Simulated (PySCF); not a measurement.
# Calculated properties of `FC(F)(F)c1cccpc1`

Species: C₆H₄F₃P.
Bonds: F1–C2, C2–F3, C2–F4, C2–C5, C5–C6 (aromatic), C6–C7 (aromatic), C7–C8 (aromatic), C8–P9 (aromatic), P9–C10 (aromatic), C5–C10 (aromatic). Hydrogens: H11 on C6; H12 on C7; H13 on C8; H14 on C10.

Structural features include: CF3 group and C–F bond.

From GFN2-xTB geometry:

```
Point group of the GFN2-xTB geometry                  : C1
Rotational constants A, B, C of the GFN2-xTB geometry : 2.365, 0.763, 0.641 GHz
```

CAM-B3LYP/def2-SVPD ground state and vertical TDDFT (core frozen in the response) (PySCF):

```
Dipole moment                                                     : 2.57 D
HOMO energy                                                       : -8.81 eV
LUMO energy                                                       : -0.96 eV
HOMO–LUMO gap                                                     : 7.85 eV
Lowest singlet excitation                                         : 4.85 eV (255 nm, f = 0.012)
Strongest line among the 8 lowest singlet transitions             : S7 at 6.67 eV (186 nm, f = 0.476)
Lowest triplet excitation (Tamm–Dancoff)                          : 3.22 eV
Static isotropic polarisability                                   : 93.3 au
Electronic spatial extent ⟨r²⟩ about the centre of nuclear charge : 1646 bohr²
```

From PBE0/pcSseg-1 ground state and GIAO shieldings, non-relativistic (PySCF):

```
Lowest Hirshfeld atomic charge                              : -0.11 e on F3/C10
Highest Hirshfeld atomic charge                             : +0.26 e on C2
13C chemical shifts (computed TMS as zero) by class         : 169.1 (C8), 162.8 (C10), 141.1 (C5), 139.4 (C7), 133.6 (C2), 132.1 (C6) ppm
1H chemical shifts (computed TMS as zero) by class          : 9.72 (H14), 9.47 (H13), 8.38 (H12), 8.18 (H11) ppm
Isotropic shieldings of nuclei other than C and H, by class : 249 (F1/F3/F4), 81 (P9) ppm
Mayer bond orders between heavy atoms                       : F1–C2 0.99, C2–F3 1.00, C2–F4 0.99, C2–C5 1.00, C5–C6 1.36, C6–C7 1.44, C7–C8 1.46, C8–P9 1.30, P9–C10 1.32, C10–C5 1.43
```

Monoisotopic mass (most abundant isotopes): 164.0003 u.

A dipole of 2.57 D is allowed in C1, and pure rotational transitions are dipole-allowed. With B = h/(8π²I), that is 505.379 GHz u Å² over I, the principal moments of inertia are 213.7, 662.6 and 788.5 u Å² (most abundant isotopes). S1 lies 3.00 eV below the HOMO–LUMO gap; its leading configuration is HOMO→LUMO+1, weight 0.59, beside HOMO−2→LUMO, weight 0.35. The largest Löwdin shares of the HOMO are 0.30 on P9, 0.19 on C6, 0.16 on C10 and 0.14 on C8.

Isolated species at its GFN2-xTB geometry, gas phase. NMR classes are plain means over equivalent atoms (diastereotopic ones count apart unless rotation or inversion swaps them), as if these changed places fast; in this geometry the members of some classes differ.

The values belong to the conformer `[F:1][C:2]([F:3])([F:4])[c:5]1[cH:6][cH:7][cH:8][p:9][cH:10]1`: F1–C2–C5–C6 150°.
